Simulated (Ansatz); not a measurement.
A run for Ansatz (an electronic-structure program): R-SVWN5/def2-TZVPP on H4O3Sn (SMILES [OH][SnH]([OH])[OH]), a point of a torsion scan. Elements past Kr take the def2 small-core potentials; no spin–orbit coupling.

Ansatz 0.2 input:
```yaml
crystal:
  periodic: [false, false, false]
  atoms:
    - {symbol: O, position_ang: [1.67124449, 0.48568334, -0.42884252]}
    - {symbol: Sn, position_ang: [-0.01429105, -0.12090180, 0.24241299]}
    - {symbol: O, position_ang: [0.38614610, -1.59128636, 1.40305301]}
    - {symbol: O, position_ang: [-0.68048660, 1.25464448, 1.40753490]}
    - {symbol: H, position_ang: [2.41983811, -0.01306819, -0.10011948]}
    - {symbol: H, position_ang: [-1.04386524, -0.49286459, -0.98876799]}
    - {symbol: H, position_ang: [-0.11874718, -1.59715190, 2.21637622]}
    - {symbol: H, position_ang: [-0.40302882, 2.14154390, 1.17992855]}
basis:
  gaussian:
    orbitals: def2-TZVPP
hamiltonian:
  xc: {name: SVWN5}
scf: {lower_state_search: off}
```

Program output:

```
WARN ansatz: RAYON_NUM_THREADS=1 ignored (pool sized by the plan → 1); use --threads N
Functional definition: SVWN5
these checks for a lower state are left out or cut short: stability, starts, cluster_reference, orbital_swaps, neighbouring_geometries, increment
integrals: 0.10 GiB planned
1077 factors; their error is unknown
mean field: 0.74 GiB planned
mean field evaluation 1: about -11969.1673 eV, gradient 1.1e2 eV
mean field evaluation 2: about -11838.5990 eV, gradient 2.6e2 eV
mean field evaluation 4: about -11988.4223 eV, gradient 1.3e1 eV
mean field evaluation 8: about -11988.8032 eV, gradient 1.1e-1 eV
mean field evaluation 16: about -11988.7994 eV, gradient 1.0e-4 eV
mean field -11988.79937488 eV, -440.5802507269 hartree, gradient 4.7e-6 eV, S^2 0.000000; 0 other end points of the search recorded, 0 dependent functions left out
reference -11988.79942342 eV, -440.5802525105 hartree; 25, 25 occupied and 174, 174 virtual orbitals, 1077 factors
Total energy: -11988.79942342 eV, -440.5802525105 hartree
Checks for a lower state left out: stability, starts, cluster_reference, orbital_swaps, neighbouring_geometries, increment
```

The calculation finished and met its thresholds.

Cost: around 1.8 core-seconds (rough).
